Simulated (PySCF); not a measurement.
A side-by-side comparison of computed properties.

First species: C6H11OPSSi.
Z-matrix (Å and degrees, GFN2-xTB geometry), rows numbered from 1:
```
C 
C   1  1.4883
C   2  1.3442  1  124.79
P   3  1.8031  2  109.86  1   177.64
S   4  1.9464  3  119.82  2  -119.78
C   4  1.8752  3  107.97  2   112.31
O   6  1.3886  4  108.94  3  -176.39
C   4  1.8063  3   91.04  2     3.28
C   8  1.3442  4  110.45  3    -3.24
Si  9  1.8882  2  123.37  1     0.75
H   1  1.0893  2  110.05  3   120.43
H   1  1.0891  2  110.05  3  -121.01
H   1  1.0872  2  110.95  3    -0.43
H   3  1.0767  2  125.99  1     1.91
H   6  1.1028  4  107.52  3    61.70
H   6  1.0925  4  110.44  3   -57.70
H   7  0.9723  6  108.31  4   -48.86
H   8  1.0764  4  123.38  3  -179.59
H  10  1.4637  9  109.23  2   -57.42
H  10  1.4601  9  107.89  2  -178.21
H  10  1.4657  9  107.77  2    62.18
```

Second species: C8H6FPS.
Cartesian coordinates in Å at the GFN2-xTB level; atoms count from 1:
```xyz
17
C8H6FPS angstrom
F     -3.5978    0.9008   -0.7512
C     -2.3397    0.5651   -0.4653
C     -1.2647    1.3171   -0.7283
C     -0.0133    0.7085   -0.3115
C      1.2554    1.2491   -0.4506
C      2.3539    0.5274   -0.0066
C      2.1999   -0.7251    0.5657
C      0.9353   -1.2801    0.7112
C     -0.1602   -0.5588    0.2821
P     -1.9077   -1.0518    0.2849
S     -2.4474   -2.6856   -0.5827
H     -1.2987    2.2853   -1.2005
H      1.3839    2.2230   -0.8994
H      3.3433    0.9456   -0.1151
H      3.0666   -1.2761    0.8974
H      0.8049   -2.2605    1.1457
H     -2.3208   -0.8718    1.6143
```

Levels: PBE0/pcSseg-1 for dipole moment, HOMO energy, LUMO energy and HOMO–LUMO gap; GFN2-xTB for rotational constant A and rotational constant C. Geometries: GFN2-xTB. Each structure is a single optimised conformer of the isolated species, non-relativistic unless stated; the electronic structure was computed with PySCF and density fitting.

Dipoles, sizes and rotational constants follow the conformer. The torsions of the flexible species, by atom-mapped SMILES:
- `[CH3:1][C:2]1=[CH:3][P@:4](=[S:5])([CH2:6][OH:7])[CH:8]=[C:9]1[SiH3:10]`: C3–P4–C6–O7 -176°, H–O7–C6–P4 -49°

```
             property   column X   column Y
        dipole moment     4.94 D     4.69 D
          HOMO energy   -6.87 eV   -6.57 eV
          LUMO energy   -2.11 eV   -2.32 eV
        HOMO–LUMO gap    4.76 eV    4.25 eV
rotational constant A  1.415 GHz  1.391 GHz
rotational constant C  0.485 GHz  0.467 GHz
```

Task: Which column belongs to which species?

Result: Column X is the second species and column Y the first. The first has 21 atoms and 100 electrons, the second 17 and 94.

Task: How does each property change from the first species to the second?

Result: dipole moment +0.25 D; HOMO energy -0.30 eV; LUMO energy +0.21 eV; HOMO–LUMO gap +0.51 eV; rotational constant A +0.024 GHz; rotational constant C +0.018 GHz.

On the first: A dipole of 4.69 D is allowed in C1, and pure rotational transitions are dipole-allowed. The dipole matches unit charges of opposite sign 0.98 Å apart (1 e·Å = 4.8032 D).

On the second: The dipole equals about 16.5 × 10⁻³⁰ C·m (1 D = 3.33564 × 10⁻³⁰ C·m).
